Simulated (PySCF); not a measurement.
Compound: C3H3BBrF.
Bonds: C1–C2 (triple), C2–C3, C3–B4, B4–F5, B4–Br6. Hydrogens: H7 on C1; H8, H9 on C3.

Method: PBE0-D3(BJ)/def2-SVP geometry optimisation, gas phase (PySCF 2.14.0); density fitting, grid level 1; the optimiser is geomeTRIC in internal coordinates, started from a GFN2-xTB structure with every atom displaced at random (about 0.01 Å).

Step 0: E = -76571.3735 eV
```
atom  x, y, z in Å  |  force x, y, z in eV/Å
C1      2.1392    0.0026   -0.3147   -2.244   0.086   0.984
C2      1.0289    0.0255    0.1879    0.571  -0.025  -0.438
C3     -0.3303    0.0296    0.7445    1.249   0.768   0.375
B4     -1.2952   -0.1741   -0.4504   -0.784  -0.988  -0.498
F5     -1.6066   -1.3933   -0.8961    0.408   0.519   0.399
Br6    -2.1559    1.2448   -1.3593   -0.070   0.437  -0.152
H7      3.0940    0.0261   -0.7236    1.451  -0.029  -0.637
H8     -0.3550   -0.7685    1.4832   -0.373  -0.486   0.257
H9     -0.4620    0.9878    1.2936   -0.208  -0.283  -0.291
```

Step 1: E = -76571.4464 eV
```
atom  x, y, z in Å  |  force x, y, z in eV/Å
C1      2.0591    0.0283   -0.3711    0.638  -0.121  -0.120
C2      1.0104    0.0134    0.2295   -0.350   0.179   0.064
C3     -0.3235    0.0372    0.8115   -0.167  -0.114  -0.135
B4     -1.2744   -0.1821   -0.4387    0.417   0.215   0.225
F5     -1.4442   -1.3964   -0.8974   -0.212  -0.251  -0.138
Br6    -2.0530    1.2793   -1.3958   -0.062  -0.042   0.037
H7      3.0339    0.0002   -0.8352   -0.231   0.050   0.040
H8     -0.4366   -0.7866    1.5360   -0.048  -0.004  -0.012
H9     -0.5146    0.9873    1.3264    0.014   0.088   0.040
```

Q: Estimate the geometry and energy of step 2. (The exact step hangs on the optimiser's Hessian estimate; all steps are aligned on step 1, rigid shifts and turns removed.)

A: E = -76571.4575 eV, largest force 0.234 eV/Å
```
atom  x, y, z in Å  |  force x, y, z in eV/Å
C1      2.0943    0.0287   -0.3526   -0.020  -0.091   0.171
C2      1.0274    0.0198    0.2241    0.067   0.091  -0.112
C3     -0.3150    0.0382    0.7908    0.045  -0.178  -0.115
B4     -1.2632   -0.1977   -0.4503   -0.129   0.159   0.114
F5     -1.5196   -1.4035   -0.9064    0.086  -0.063   0.080
Br6    -2.0891    1.2705   -1.3537   -0.017   0.069  -0.069
H7      3.0679    0.0058   -0.8062   -0.016   0.034  -0.041
H8     -0.4366   -0.7775    1.5231    0.013  -0.015   0.007
H9     -0.5091    0.9961    1.2964   -0.029  -0.008  -0.034
```

The energy changes by -0.0111 eV. The first-order estimate −F·Δx gives -0.0316 eV and the mean of the old and new forces, exact on a quadratic surface, -0.0115 eV. The step makes an angle of 76° with the force vector and moves no atom by more than 0.076 Å.

The cost below is that of the whole optimisation. The run took 68 s of wall time on one thread, Arm Neoverse V1 (aarch64), no GPU (shared host), and the process peaked at 0.48 GiB of memory.
